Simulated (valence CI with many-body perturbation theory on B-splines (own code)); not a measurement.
# Energy levels of Tb16+

Computed by configuration interaction combined with many-body perturbation theory (CI+MBPT): three valence electrons over a frozen Dirac-Fock core [Kr] 4d10, radial functions for each j: 7 s, 7 p, 7 d, 7 f, 4 g, 2 h, with the one-electron correlation potential Σ1 (screened to all orders), the two-electron term Σ2, the three-electron term Σ3, Breit, model QED; selected single and double excitations, second order for the rest, scaled by the run's own slope (own B-spline code, finite nucleus).

No measured levels were compared; by estimate terms of the open shell hold to a few per cent of their energy, and close levels can change places.

Levels 46 to 90 of 258, with energies above the lowest level, (4f5/2^3) J=9/2. "Leading %" is the weight of the configuration and term that name the level; weights of strongly mixed levels are sums over their largest components and can fall short. In the jj column 3d3/2^4 stands for four electrons in 3d with j = 3/2.

```tsv
No.	Configuration	Term	J	E (cm⁻¹)	Leading %	g	Leading jj
46	4f²5s	²H	9/2	138800	64	0.978	4f5/2 4f7/2 5s (69 %)
47	4f²5s	⁴H	13/2	139110	99	1.228	4f7/2^2 5s (78 %)
48	4f³	²F°	5/2	139190	99	0.856	4f5/2 4f7/2^2 (86 %)
49	4f²5s	⁴F	7/2	140590	93	1.214	4f5/2 4f7/2 5s (96 %)
50	4f²5s	⁴F	9/2	142610	61	1.203	4f5/2 4f7/2 5s (91 %)
51	4f²5s	²G	7/2	147290	69	0.953	4f5/2 4f7/2 5s (84 %)
52	4f²5s	²F	5/2	148960	88	0.884	4f5/2 4f7/2 5s (71 %)
53	4f²5s	²H	11/2	149370	94	1.089	4f7/2^2 5s (67 %)
54	4f²5s	²G	9/2	153230	65	1.167	4f7/2^2 5s (90 %)
55	4f²5s	²F	7/2	158710	74	1.088	4f7/2^2 5s (89 %)
56	4f²5s	²D	5/2	165590	66	1.285	4f5/2 4f7/2 5s (67 %)
57	4f²5s	²D	3/2	166470	81	0.902	4f5/2 4f7/2 5s (50 %)
58	4f²5s	⁴P	1/2	170210	97	2.634	4f5/2^2 5s (55 %)
59	4f²5s	⁴P	3/2	173130	89	1.650	4f5/2 4f7/2 5s (88 %)
60	4f²5s	²I	13/2	175270	99	1.077	4f5/2 4f7/2 5s (78 %)
61	4f²5s	²I	11/2	175400	98	0.924	4f5/2 4f7/2 5s (76 %)
62	4f²5s	⁴P	5/2	178180	73	1.487	4f7/2^2 5s (84 %)
63	4f²5s	²P	1/2	182600	97	0.704	4f5/2 4f7/2 5s (76 %)
64	4f²5s	²P	3/2	187180	91	1.294	4f7/2^2 5s (58 %)
65	4f²5s	²S	1/2	233580	97	1.996	4f7/2^2 5s (72 %)
66	4f5s²	²F°	5/2	295030	98	0.855	4f5/2 5s^2 (98 %)
67	4f5s²	²F°	7/2	305000	98	1.141	4f7/2 5s^2 (98 %)
68	4f²5p	⁴I°	9/2	353240	61	0.807	4f5/2^2 5p1/2 (95 %)
69	4f²5p	⁴H°	7/2	359640	50	0.793	4f5/2^2 5p1/2 (86 %)
70	4f²5p	⁴I°	11/2	364760	52	1.008	4f5/2 4f7/2 5p1/2 (98 %)
71	4f²5p	⁴H°	9/2	365290	39	1.043	4f5/2 4f7/2 5p1/2 (98 %)
72	4f²5p	⁴G°	5/2	365850	73	0.657	4f5/2^2 5p1/2 (77 %)
73	4f²5p	²D°	3/2	368830	46	0.697	4f5/2^2 5p1/2 (70 %)
74	4f²5p	⁴G°	7/2	371480	42	1.043	4f5/2 4f7/2 5p1/2 (93 %)
75	4f²5p	⁴G°	11/2	373210	52	1.192	4f7/2^2 5p1/2 (78 %)
76	4f²5p	⁴F°	5/2	373610	33	1.163	4f5/2 4f7/2 5p1/2 (95 %)
77	4f²5p	²G°	9/2	374820	30	1.076	4f5/2 4f7/2 5p1/2 (93 %)
78	4f²5p	⁴H°	13/2	375190	36	1.138	4f7/2^2 5p1/2 (70 %)
79	4f²5p	²F°	7/2	378070	33	1.168	4f5/2 4f7/2 5p1/2 (91 %)
80	4f²5p	²F°	7/2	384580	36	1.163	4f7/2^2 5p1/2 (95 %)
81	4f²5p	²H°	9/2	387880	38	1.058	4f7/2^2 5p1/2 (96 %)
82	4f²5p	²P°	3/2	394820	41	1.198	4f5/2 4f7/2 5p1/2 (58 %)
83	4f²5p	²F°	5/2	395300	55	1.004	4f5/2 4f7/2 5p1/2 (63 %)
84	4f²5p	⁴D°	1/2	399950	63	0.576	4f5/2^2 5p1/2 (69 %)
85	4f²5p	²S°	1/2	400940	37	1.735	4f5/2 4f7/2 5p1/2 (95 %)
86	4f²5p	²I°	11/2	404550	57	0.993	4f5/2 4f7/2 5p1/2 (76 %)
87	4f²5p	²K°	13/2	405070	55	0.999	4f5/2 4f7/2 5p1/2 (70 %)
88	4f²5p	⁴D°	3/2	405140	63	1.196	4f5/2 4f7/2 5p1/2 (80 %)
89	4f²5p	²D°	5/2	409920	36	1.214	4f7/2^2 5p1/2 (76 %)
90	4f²5p	⁴S°	3/2	410260	45	1.692	4f7/2^2 5p1/2 (68 %)
```

Where two levels of one J and parity lie close, their mixing, g and order are uncertain.
